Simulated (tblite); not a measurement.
C₅H₈O₂Si.
Z-matrix (Å and degrees, GFN2-xTB geometry), rows numbered from 1:
```
C 
C   1  1.4878
C   2  1.3598  1  132.00
C   3  1.4262  2  107.35  1   179.89
Si  4  1.8722  3  127.48  2   179.17
O   5  1.6279  4  111.04  3   165.82
C   4  1.3640  3  104.33  2     0.19
O   7  1.3454  4  111.71  3    -0.15
H   1  1.0904  2  110.70  3   107.39
H   1  1.0887  2  110.19  3  -133.29
H   1  1.0858  2  109.76  3   -12.82
H   3  1.0707  2  126.82  1     0.04
H   5  1.4576  4  112.57  3   -81.23
H   5  1.4675  4  108.20  3    44.34
H   6  0.9529  5  121.72  4   -55.69
H   7  1.0726  4  131.31  3   179.73
```

Calculated harmonic vibrations of the isolated species, GFN2-xTB (tblite), most abundant isotopes, no scaling. This tight-binding method is rough: wavenumbers can miss measured ones by several per cent, in bad cases by 10 to 20. Modes of hydrogen on silicon can be 10 to 20 % off. One conformer, not necessarily the lowest.

Harmonic wavenumbers (cm⁻¹): 33.2, 52.9, 106.2, 130.8, 216.1, 262.7, 277.5, 348.5, 438.5, 508.2, 593.0, 601.5, 625.5, 681.6, 743.1, 763.2, 776.3, 803.0, 829.7, 885.0, 949.5, 957.2, 1006.9, 1036.7, 1107.6, 1134.6, 1202.2, 1254.7, 1351.1, 1398.1, 1463.4, 1473.3, 1514.2, 1600.9, 2213.9, 2305.9, 2994.8, 3023.1, 3060.4, 3159.4, 3180.8, 3677.8.

A = 5545, B = 873.0, C = 769.4 MHz; mass 128.029 u (most abundant isotopes); point group C1, symmetry number 1.

Question: Zero-point energy?

Answer: Half the sum of the wavenumbers: 25372 cm⁻¹ = 303.51 kJ/mol.

Question: Give the ideal-gas entropy at 200 K and 1 bar in the rigid-rotor, harmonic-oscillator model (classical rotation).

Answer: Translation 161.07, rotation 115.72, vibration 78.56: S = 355.3 J/(mol K).

Question: And Cp and H(200 K) − H(0)?

Answer: Cp = 111.59 J/(mol K), of which vibrations give 78.33 (their classical limit is 42 R = 349.2); H(200 K) − H(0) = 14.73 kJ/mol without the zero-point energy, 8.07 from vibrations.

Question: Which modes carry the vibrational entropy at 200 K?

Answer: 33.2 cm⁻¹: 20.24; 52.9 cm⁻¹: 16.40; 106.2 cm⁻¹: 10.75; 130.8 cm⁻¹: 9.12; 216.1 cm⁻¹: 5.44; 262.7 cm⁻¹: 4.16 J/(mol K); the other 36 give 12.46 together.

Question: How do the functions run with temperature in this model?

Answer: 
```json
{"T (K)": "100", "S (J/(mol K))": "292.6", "Cp (J/(mol K))": "74.5", "H − H(0) (kJ/mol)": "5.47", "G − H(0) (kJ/mol)": "-23.80", "ln q(vib)": "2.10"}
{"T (K)": "300", "S (J/(mol K))": "408.2", "Cp (J/(mol K))": "151.7", "H − H(0) (kJ/mol)": "27.90", "G − H(0) (kJ/mol)": "-94.57", "ln q(vib)": "7.00"}
{"T (K)": "500", "S (J/(mol K))": "502.1", "Cp (J/(mol K))": "217.0", "H − H(0) (kJ/mol)": "65.21", "G − H(0) (kJ/mol)": "-185.83", "ln q(vib)": "11.75"}
{"T (K)": "800", "S (J/(mol K))": "618.0", "Cp (J/(mol K))": "274.9", "H − H(0) (kJ/mol)": "139.87", "G − H(0) (kJ/mol)": "-354.52", "ln q(vib)": "18.46"}
{"T (K)": "1000", "S (J/(mol K))": "682.1", "Cp (J/(mol K))": "299.0", "H − H(0) (kJ/mol)": "197.39", "G − H(0) (kJ/mol)": "-484.68", "ln q(vib)": "22.57"}
```

q(vib) and H(0) count from the zero-point level.

Question: Blend soft modes into free rotors: weight 1/[1 + (100 cm⁻¹/ν̃)⁴] for the oscillator and the rest for a rotor with moment μB/(μ + B), μ = h/(8π²ν), B = 10⁻⁴⁴ kg m². What vibrational entropy results?

Answer: 69.92 J/(mol K) in place of 78.56, which changes −T·S at 200 K by +1.73 kJ/mol.

Hindered rotation and anharmonicity are outside this model. Other conformers, if any are populated, would add a mixing term that is left out. The structure is chiral; the term R ln 2 for an equal mix with its mirror image is left out.
